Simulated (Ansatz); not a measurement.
A nudged elastic band was laid between two geometries of F3H5O2SiTi (12 atoms, charge 0, multiplicity 1).

These are results of Ansatz, RKS PBE/def2-SVP, not measurements.

| Quantity | Value |
| --- | --- |
| movable images | 5 |
| climbing image | yes |
| spring | 5.0 eV/Å² |
| optimiser | quadratic models (default) |
| start path | through a guess of the saddle point |
| force threshold | 0.03 eV/Å |
| iteration limit | 60 |
| end points | relaxed |

Initial state:

```xyz
12
Properties=species:S:1:pos:R:3
Ti -0.069 -0.240 0.241
O -0.441 -0.654 1.974
Si -1.483 -0.119 3.195
H -2.904 -0.466 2.846
H -1.097 -0.823 4.467
H -1.347 1.367 3.383
F 1.336 0.777 -0.034
F -1.377 0.907 -0.030
F -0.460 -1.458 -0.996
O 1.500 -1.910 0.674
H 1.204 -2.638 0.092
H 1.209 -2.172 1.571
```

Final state:

```xyz
12
Properties=species:S:1:pos:R:3
Ti 0.166 -0.446 0.003
O 0.085 -0.566 2.300
Si -1.295 -0.148 3.235
H -2.489 -0.974 2.858
H -0.950 -0.408 4.675
H -1.517 1.309 3.001
F 1.419 0.769 0.215
F -1.506 0.104 0.290
F 0.161 -0.651 -1.743
O 0.641 -2.162 0.437
H 0.941 -2.770 -0.265
H 0.416 -1.487 2.375
```

**Question.** What changes between the two ends?

**Answer.** Bonds broken: O10–H12. Bonds formed: O2–H12.

**Question.** What energy profile does the band end with?

**Answer.** The run converged. The highest image is number 4 of 0 to 6, 0.57 eV above the first end and 0.32 eV above the last; the last end lies 0.25 eV above the first. A vibrational analysis at the climbing image gives one clearly imaginary mode, 679i cm⁻¹: a first-order saddle point. The orbitals stay closed-shell, which can raise the energy where a bond breaks towards radicals; this wasn't checked here.

```tsv
image	path coordinate (Å)	energy (eV)	O10–H12 (Å)	O2–H12 (Å)
0	0.00	0.00	0.98	2.28
1	0.52	0.00	0.98	2.22
2	1.04	0.07	0.99	1.90
3	1.56	0.24	1.02	1.61
4	2.08	0.57	1.27	1.16
5	2.87	0.31	1.74	1.00
6	3.65	0.25	2.06	0.98
```

**Question.** What is the geometry of the highest image?

**Answer.** 
```xyz
12
Properties=species:S:1:pos:R:3
Ti 0.151 -0.307 0.086
O -0.049 -0.600 2.120
Si -1.303 -0.195 3.197
H -2.590 -0.850 2.782
H -0.907 -0.698 4.556
H -1.452 1.295 3.218
F 1.408 0.873 -0.170
F -1.386 0.566 0.217
F -0.168 -1.124 -1.439
O 1.044 -1.983 0.729
H 0.840 -2.827 0.287
H 0.486 -1.578 1.798
```

**Question.** What are the harmonic wavenumbers there?

**Answer.** 679i, 39, 87, 93, 119, 179, 195, 218, 239, 280, 385, 433, 545, 572, 648, 695, 700, 726, 786, 823, 909, 917, 919, 974, 1175, 1799, 2175, 2183, 2210, 3749 cm⁻¹.

Time of the run: 2.2 min on 4 threads of Arm Neoverse V2, with other jobs on the host, peak memory 0.23 GiB.
